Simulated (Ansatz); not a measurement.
CH$_{8}$AlBNP, SMILES `C[B]([AlH2])NP`. Total charge 0; spin multiplicity 1. All single points use the PBE0-D4/def2-TZVP geometry. It is one conformer, not always the lowest.

```xyz
13

C     0.807   -1.218   -0.196
B    -0.257   -0.066   -0.204
Al   -2.100   -0.144   -1.319
N    -0.074    1.113    0.553
P     1.210    1.621    1.607
H     1.749   -0.986    0.309
H     0.376   -2.100    0.296
H     1.035   -1.550   -1.214
H    -2.554   -1.354   -2.257
H    -3.110    1.096   -1.215
H    -0.801    1.813    0.517
H     1.392    0.425    2.351
H     2.327    1.350    0.772
```

Question: What is the dipole moment at r2SCAN/def2-TZVPP? (An estimate is asked.)

Answer: Ansatz gave: 1.16 D, with components (1.01, -0.10, 0.56) D in this frame, pointing from negative to positive charge.

Question: And with PBE, B3LYP, ωB97M-V? (Estimate.)

Answer: The calculation gave: PBE 1.24 D, B3LYP 1.19 D, ωB97M-V 1.20 D.

Question: Give the Mulliken charges with r2SCAN, ωB97M-V, PBE in def2-TZVPP. (Estimate.)

Answer: Computed: 
```json
{"atom": "C1", "r2SCAN": "-0.25", "ωB97M-V": "-0.35", "PBE": "-0.31"}
{"atom": "B2", "r2SCAN": "-0.02", "ωB97M-V": "-0.06", "PBE": "-0.02"}
{"atom": "Al3", "r2SCAN": "0.40", "ωB97M-V": "0.33", "PBE": "0.22"}
{"atom": "N4", "r2SCAN": "-0.23", "ωB97M-V": "-0.22", "PBE": "-0.14"}
{"atom": "P5", "r2SCAN": "0.07", "ωB97M-V": "0.00", "PBE": "-0.01"}
{"atom": "H6", "r2SCAN": "0.05", "ωB97M-V": "0.08", "PBE": "0.06"}
{"atom": "H7", "r2SCAN": "0.07", "ωB97M-V": "0.12", "PBE": "0.10"}
{"atom": "H8", "r2SCAN": "0.07", "ωB97M-V": "0.12", "PBE": "0.11"}
{"atom": "H9", "r2SCAN": "-0.17", "ωB97M-V": "-0.12", "PBE": "-0.12"}
{"atom": "H10", "r2SCAN": "-0.18", "ωB97M-V": "-0.13", "PBE": "-0.13"}
{"atom": "H11", "r2SCAN": "0.18", "ωB97M-V": "0.14", "PBE": "0.17"}
{"atom": "H12", "r2SCAN": "0.00", "ωB97M-V": "0.05", "PBE": "0.03"}
{"atom": "H13", "r2SCAN": "0.00", "ωB97M-V": "0.05", "PBE": "0.03"}
```

B3LYP here is the variant with VWN-RPA as its local correlation; programs differ in this.
